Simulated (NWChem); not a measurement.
# C2H4F2OSi; SMILES FC(F)=CO[SiH3]

```xyz
10

F      1.0967    -1.6656     0.5404
C     -0.1044    -1.3972     0.0955
F     -0.8861    -2.4515     0.1375
C     -0.5042    -0.2113    -0.3617
O      0.3459     0.8387    -0.4475
Si    -0.0026     2.3894     0.0963
H     -1.5344    -0.1048    -0.7176
H     -1.2656     2.8701    -0.5428
H      1.1516     3.2269    -0.3170
H     -0.1704     2.4036     1.5797
```
Atoms are numbered in this order, from 1.

Level: PBE0/def2-SVP (NWChem), optimised geometry, unscaled harmonic frequencies. 

```tsv
frequency (cm⁻¹)	IR intensity (km/mol)
31	1.1
103	0.3
118	0.2
239	3.3
331	2.7
467	8.2
586	0.6
602	4.0
709	56.0
733	56.1
814	30.6
853	32.2
934	85.9
948	159.5
969	197.4
981	143.6
1253	138.3
1326	479.1
1421	154.3
1874	67.7
2233	105.1
2242	105.0
2291	95.7
3200	19.5
```

```json
{
 "zero_point_energy": "36.1 kcal/mol",
 "thermal correction to the enthalpy at 298.15 K (with zero-point energy)": "41.2 kcal/mol",
 "heat capacity Cv": "23.5 cal/(mol K)",
 "entropy at 298.15 K and 1 atm (symmetry number 1)": "86.1 cal/(mol K)",
 "dipole_moment": "1.86 D"
}
```

Rigid rotor and harmonic oscillator; modes under 100 cm⁻¹ make the entropy uncertain.
